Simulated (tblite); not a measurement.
H₄B₃Cl₃N₃ (SMILES ClB1NB(Cl)[NH2+]B(Cl)N1), charge +1, singlet, at a GFN2-xTB geometry; GFN1-xTB run with tblite.

The tblite input:
```
$ tblite run mol.xyz --method gfn1 --charge 1 --spin 0 --efield 0,0,0.1 --json tblite.json --no-restart

# file mol.xyz
13

Cl    -1.92497906    -2.50575432    -0.30252180
B     -0.90112912    -1.17278707    -0.14076158
N     -1.39356340     0.18046148    -0.26000621
B     -0.63263027     1.33969800    -0.14230920
Cl    -1.19572753     2.93161321    -0.28629955
N      0.88350606     1.15328901     0.15157545
B      1.43275997    -0.29705545     0.27243464
Cl     3.09171093    -0.46603994     0.57464606
N      0.51108002    -1.32890542     0.12245861
H     -2.38501425     0.27302681    -0.44845800
H      1.42090884     1.64934894    -0.56698538
H      1.11337995     1.66138026     1.01196390
H      0.84149005    -2.28387112     0.19944512
```

Q: What does tblite print? Leave out banner, timings and long lists.

A: 
```
xTB calculator
 | screened Coulomb repulsion
 | Coulomb electrostatics
 |  * isotropic Klopman-Ohno-Mataga-Nishimoto electrostatics
 |  * onsite third-order electrostatics
 | DFT-D3(BJ) dispersion correction
 | Interactions (1)
 | [1] electric field

halogen bonding energy    0.0000000000000E+00 Eh
repulsion energy          2.3396151951025E-01 Eh
dispersion energy        -7.6020853027039E-03 Eh
interaction energy        0.0000000000000E+00 Eh
number of electrons       4.8000000000000E+01 e
integral cutoff           2.1261634374110E+01 bohr

------------------------------------------------------------
  cycle        total energy    energy error   density error
------------------------------------------------------------
      1     -28.41306168531  -2.8639421E+01   4.2325124E-01
      2     -28.58871923408  -1.7565755E-01   2.1447352E-01
      3     -28.59146952811  -2.7502940E-03   7.7896906E-02
      4     -28.59228437233  -8.1484422E-04   1.3755300E-02
      5     -28.59318990309  -9.0553076E-04   2.6399570E-03
      6     -28.59320000832  -1.0105230E-05   7.3637205E-04
      7     -28.59320047589  -4.6757122E-07   1.9122569E-04
      8     -28.59320060566  -1.2977071E-07   3.2457578E-05
      9     -28.59320060664  -9.8410879E-10   2.2887708E-05
     10     -28.59320060907  -2.4266278E-09   6.6480196E-07
------------------------------------------------------------

electronic energy        -2.8819560043278E+01 Eh
total energy             -2.8593200609070E+01 Eh

Post processing:
 | Mayer-Wiberg bond orders

[Info] JSON dump of results written to 'tblite.json'
```
